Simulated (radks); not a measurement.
Excited configurations of the chlorine ion Cl2+: one electron is placed in a higher orbital outside [Ne] 3s2 3p2. The ground configuration is [Ne] 3s2 3p3. Calculated with a radial shooting solver on a logarithmic mesh with Libxc functionals: Dirac Kohn-Sham, LDA (Slater exchange, Perdew-Wang correlation), spin-unpolarised, spherical densities, point nucleus; open shells are shared between the two j in proportion to 2j + 1. Excitation = E - E(ground); binding = E(ion) - E, where the ion is the core of charge +3; n* = 3/sqrt(2 binding) in atomic units, and the quantum defect is n - n*. Eigenvalue and <r> are those of j = l + 1/2.

\begin{tabular}{lrrrrr}
outer orbital & excitation (eV) & binding (eV) & quantum defect & eigenvalue (eV) & <r> (bohr) \\ \hline
4p & 23.784 & 14.612 & 1.105 & -12.215 & 4.010 \\
5f & 33.131 & 5.264 & 0.177 & -4.367 & 9.786 \\
6s & 32.502 & 5.894 & 1.442 & -5.100 & 10.66 \\
6p & 33.150 & 5.246 & 1.169 & -4.523 & 11.69 \\
6d & 34.144 & 4.252 & 0.633 & -3.648 & 13.84 \\
6f & 34.681 & 3.715 & 0.259 & -3.152 & 14.91 \\
7p & 34.740 & 3.656 & 1.213 & -3.179 & 16.96 \\
7f & 35.645 & 2.751 & 0.329 & -2.368 & 20.99 \\
\end{tabular}

The Delta-SCF ionisation energy is 38.396 eV (NIST Atomic Spectra Database: 39.8 eV, semi-empirical). Self-interaction in the functional shifts the binding energies and quantum defects, so they are the method's values and not measured ones. Spin polarisation and multiplet splitting are left out, so open shells lie too high by an amount that depends on their filling.

Beside tabulated values, note that spin-unpolarised runs miss the spin-polarisation part of the exchange energy of open shells.
